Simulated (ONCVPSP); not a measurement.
**antimony (Sb), ONCV: configuration errors across variants**

* Element: Sb
* Generator: ONCVPSP 4.0.1
* Type: optimised norm-conserving Vanderbilt (ONCV)
* Functional: PBE
* Relativity: scalar-relativistic
* Frozen core: [Kr]
* Valence charge: 15
* Reference configuration: 4d10 5s2 5p3
* Partial waves: 5s: rc 2.00 bohr, ncon 4, nbas 8, qcut 3.2 1/bohr, 2 projectors, debl 2.9 Ha; 5p: rc 2.35 bohr, ncon 4, nbas 7, qcut 2.9 1/bohr, 2 projectors, debl 3.9 Ha; 4d: rc 1.05 bohr, ncon 4, nbas 8, qcut 8.4 1/bohr, 2 projectors, debl 2.4 Ha
* Local potential: polynomial inside 1.00 bohr (lpopt 5, dvloc0 6 Ha)
* Core correction: Teter function, fcfact 5, rcfact 1.65

All-electron excitation energies from the reference (eV): (1) 4d10 5s2 5p2 8.317; (2) 4d10 5s2 5p1 24.286; (3) 4d10 5s2 5p0 48.699; (4) 4d10 5s1 5p0 92.994.

1 further variants failed, have other tests or too few solved ones, and are left out.

A true bound ghost makes a file unfit for plane-wave use even where its test errors are small: the radial tests pick states by their node count and pass the ghost by.

Errors AE − PS in meV (a dash: test not solved or not reliable):

| change | (1) | (2) | (3) | (4) | bound ghosts | GHOST(+) flags above zero |
| --- | --- | --- | --- | --- | --- | --- |
| base | -2.5 | -13 | -50 | -172 | s | p |
| all radii but the core radius scaled by about 0.85 (s 1.70, p 2.00, d 0.88 bohr); local potential polynomial inside 0.84 bohr (lpopt 5, dvloc0 6 Ha) | -4.3 | -18 | -49 | -169 | s, p | s |
| all radii but the core radius scaled by about 0.93 (s 1.86, p 2.18, d 0.98 bohr); local potential polynomial inside 0.94 bohr (lpopt 5, dvloc0 6 Ha) | -2.4 | -12 | -48 | -168 | s | p |
| all radii but the core radius scaled by about 1.06 (s 2.12, p 2.48, d 1.10 bohr); local potential polynomial inside 1.06 bohr (lpopt 5, dvloc0 6 Ha) | -2.8 | -15 | -57 | -187 | s | p |
| all radii but the core radius scaled by about 1.18 (s 2.36, p 2.78, d 1.24 bohr); local potential polynomial inside 1.18 bohr (lpopt 5, dvloc0 6 Ha) | -3.4 | -21 | -84 | -258 | none | s, p |
| all radii but the core radius scaled by about 1.23 (s 2.46, p 2.90, d 1.30 bohr); local potential polynomial inside 1.24 bohr (lpopt 5, dvloc0 6 Ha) | -3.9 | -26 | -106 | -316 | none | s, p |
| all radii but the core radius scaled by about 1.33 (s 2.66, p 3.12, d 1.40 bohr); local potential polynomial inside 1.34 bohr (lpopt 5, dvloc0 6 Ha) | -4.4 | -35 | -146 | -435 | none | s, p |

Problem. Give the same row for: all radii but the core radius scaled by about 1.11 (s 2.22, p 2.60, d 1.16 bohr); local potential polynomial inside 1.10 bohr (lpopt 5, dvloc0 6 Ha).

Solution. -3.5, -20, -75, -219; bound ghosts: s; GHOST(+) flags above zero: p.
